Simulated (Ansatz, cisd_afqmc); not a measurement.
Species: Ta, charge 0, quartet.

Total energies in def2-SVP, 5 correlated electrons, 4 frozen orbitals. Open shells are spin-unrestricted; no spin-orbit coupling. Cores are frozen in correlated methods (noble-gas shells, and filled d and f shells in the p block). Past Kr the def2 sets carry scalar-relativistic core potentials. AFQMC is phaseless with a CISD trial state; ± is one standard error, without the phaseless bias. Outlying blocks are dropped, and bars are widened where a walk drifts. Over all cases where full CI ran beside it in this data, AFQMC minus full CI had a median of +0.1 mEh and passed +0.4 mEh in a tenth of the cases.

```json
[
 {"method": "HF", "program": "Ansatz", "energy (Eh)": "-56.28581", "minus CCSDTQ (mEh)": "65.18"},
 {"method": "MP2", "program": "Ansatz", "energy (Eh)": "-56.33479", "minus CCSDTQ (mEh)": "16.19"},
 {"method": "CCSD", "program": "Ansatz", "energy (Eh)": "-56.34739", "minus CCSDTQ (mEh)": "3.59"},
 {"method": "CCSD(T)", "program": "Ansatz", "energy (Eh)": "-56.34963", "minus CCSDTQ (mEh)": "1.35"},
 {"method": "CCSDT(Q)", "program": "Ansatz", "energy (Eh)": "-56.35094", "minus CCSDTQ (mEh)": "0.04"},
 {"method": "CCSDTQ", "program": "Ansatz", "energy (Eh)": "-56.35099", "minus CCSDTQ (mEh)": "0.00"},
 {"method": "AFQMC/CISD", "program": "cisd_afqmc", "energy (Eh)": "-56.3500 ± 0.0002", "minus CCSDTQ (mEh)": "1.0 ± 0.2"}
]
```

Ansatz is a program for electronic structure.
